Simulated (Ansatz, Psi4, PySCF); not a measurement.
C3H7O (SMILES [CH2-]C(C)O), charge -1, singlet, geometry from GFN2-xTB (in this run its highest filled SCF level lies above zero, so its values depend strongly on the basis, on diffuse functions most of all). Base run: BHANDHLYP/STO-3G (PySCF).

PySCF was given this input:
```python
from pyscf import gto, scf, dft

mol = gto.Mole()
mol.atom = '''
    O     0.018235    1.376287   -0.153627
    C    -0.094249    0.017519    0.328582
    H     0.901448    1.686364    0.083025
    H     0.027095    0.117538    1.479271
    C    -1.349135   -0.603979   -0.208560
    C     1.141281   -0.771636   -0.132748
    H     1.122118   -0.860075   -1.217251
    H    -2.215751   -0.099499    0.295775
    H     2.076747   -0.279777    0.169273
    H    -1.370456   -1.654527    0.198271
    H     1.125539   -1.771751    0.297008
'''
mol.basis = 'sto-3g'
mol.charge = -1
mol.spin = 0
mol.verbose = 4
mol.build()

mf = dft.RKS(mol)
mf.xc = 'bhandhlyp'
mf.kernel()
```

The same geometry, method and basis name were run in Ansatz (a program for electronic structure) and Psi4 and PySCF, at each program's defaults and at the settings that a row names. The base is PySCF at its defaults. Differences at the defaults can come from grids, fitting, cores and function types together.

```tsv
code and settings	ΔE vs base (µEh)	basis functions	E (Eh)	SCF cycles
PySCF, defaults (exact integrals, its default grid, spherical functions)	0.0	27	-190.91875	9
Psi4, defaults (density fitting with its default set, its default grid, spherical functions)	(withheld)	27	-190.91969	8
Ansatz, defaults (factorised integrals, its default grid, spherical functions)	11.2	27	-190.91874	-
PySCF, density fitting with def2-universal-jkfit	-939	27	-190.91969	9
PySCF, fine grid	1.4	27	-190.91875	9
Psi4, exact integrals, spherical functions, fine grid	1.5	27	-190.91875	10
Ansatz, high accuracy	1.7	27	-190.91875	-
```

Question: Some entries are withheld; supply them.

Answer: 
- Psi4, defaults (density fitting with its default set, its default grid, spherical functions), ΔE vs base (µEh): -936
